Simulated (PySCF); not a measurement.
In(F)(Br)(NH2), SMILES [Br][In]([NH2])[F] (H₂BrFInN), B3LYP/def2-SVP optimised geometry.

```
6

In    -0.02     0.16     0.00
F      1.94     0.16     0.00
Br    -1.07     2.41     0.00
N     -0.99    -1.61    -0.25
H     -1.94    -1.62     0.12
H     -0.49    -2.41     0.15
```

Density from B3LYP/def2-TZVP, def2 effective core potentials past Kr (PySCF) at that geometry. The core electrons that the potentials of In replace are not part of the density.

Minimum of the electron density along straight lines between bonded atoms, close to the bond critical point (lines longer than 1.1 times the sum of covalent radii, or with two minima, are not listed):

```json
[
 {"bond": "In1–F2", "length / Å": "1.963", "ρ at the minimum / e bohr⁻³": "0.109", "∇²ρ there / e bohr⁻⁵": "0.57", "position (fraction from the first atom)": "0.52"},
 {"bond": "In1–Br3", "length / Å": "2.485", "ρ at the minimum / e bohr⁻³": "0.073", "∇²ρ there / e bohr⁻⁵": "0.14", "position (fraction from the first atom)": "0.47"},
 {"bond": "In1–N4", "length / Å": "2.035", "ρ at the minimum / e bohr⁻³": "0.112", "∇²ρ there / e bohr⁻⁵": "0.35", "position (fraction from the first atom)": "0.52"},
 {"bond": "N4–H5", "length / Å": "1.020", "ρ at the minimum / e bohr⁻³": "0.329", "∇²ρ there / e bohr⁻⁵": "-1.53", "position (fraction from the first atom)": "0.73"},
 {"bond": "N4–H6", "length / Å": "1.021", "ρ at the minimum / e bohr⁻³": "0.328", "∇²ρ there / e bohr⁻⁵": "-1.53", "position (fraction from the first atom)": "0.73"}
]
```
